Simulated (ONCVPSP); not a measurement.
## What one change does to a pseudopotential (tungsten, ONCV)

ONCVPSP 4.0.1 input, shortened (lines: element, Z, core and valence counts, functional; n l f; lmax; l rc ep ncon nbas qcut; lloc lpopt rc5 dvloc0; l nproj debl; icmod fcfact rcfact), BLYP, scalar-relativistic:

```
  W 74.00   10    4  -106131      upf
    1    0    2.00
    2    0    2.00
    2    1    6.00
    3    0    2.00
    3    1    6.00
    3    2   10.00
    4    0    2.00
    4    1    6.00
    4    2   10.00
    4    3   14.00
    5    0    2.00
    5    1    6.00
    5    2    4.00
    6    0    2.00
    3
    0    1.75    0.00    5   10    5.60
    1    1.75    0.00    4    9    7.80
    2    2.60    0.00    3    8    5.40
    3    2.10    0.15    4    7    5.70
    4    5    1.55    0.00
    0    2    3.60
    1    2    3.30
    2    2    3.50
    3    3    2.90
    3    1.50    1.15
```

Change: all radii but the core radius scaled by about 1.10 (s 1.94, p 1.94, d 2.86, f 2.32 bohr); local potential polynomial inside 1.72 bohr (lpopt 5, dvloc0 0 Ha).

Cutoffs: the cutoffs (Ha) at which the residual kinetic energy of the hardest occupied pseudo-wave falls to 1 and 0.1 mHa per electron; they do not see the model core or the augmentation charge, which bear on the density cutoff. Errors are all-electron minus pseudo energies relative to the spin-unpolarised reference configuration.

How do hardness, ghosts and transferability respond?

The potential gets softer (19 Ha and 84 Ha → 12 Ha and 19 Ha); of the 4 tests that both files solve, the error grows in 4 and shrinks in 0 by more than 15 % and 0.3 meV (median size 9.3 → 15.9 meV); neither file shows a bound ghost. A larger radius leaves more room for a smooth pseudo-wave, so fewer plane waves are needed. More of the atom is replaced by a form fitted at one configuration, so other configurations suffer.

| quantity | base | changed |
| --- | --- | --- |
| cutoff, loose | 19 Ha | 12 Ha |
| cutoff, tight | 84 Ha | 19 Ha |
| loose cutoff by channel | s 15 Ha, p 19 Ha, d 11 Ha | s 12 Ha, p 11 Ha, d 9.9 Ha |
| bound ghosts | none | none |
| GHOST(+) flags under 300 eV | f at 128.5 eV, s at 212.3 eV | f at 168.8 eV |
| error for 5s2 5p6 5d4 6s1, meV [ΔE 8.82 eV] | -2.6 | -3.8 |
| error for 5s2 5p6 5d4 6s0, meV [ΔE 24.57 eV] | -9.0 | -17 |
| error for 5s2 5p6 5d3 6s0, meV [ΔE 49.91 eV] | -9.7 | -14 |
| error for 5s2 5p6 5d3 6s2, meV [ΔE 8.69 eV] | +12 | +20 |
| rms error of d²Exc/dni dnj with the model core, mHa | 4.54 | 4.74 |

Base: The cutoffs count occupied waves only; projector 3 of the f channel, the hardest unoccupied one, needs 82 Ha at the loose tolerance. Changed file: The cutoffs count occupied waves only; projector 3 of the f channel, the hardest unoccupied one, needs 62 Ha at the loose tolerance.
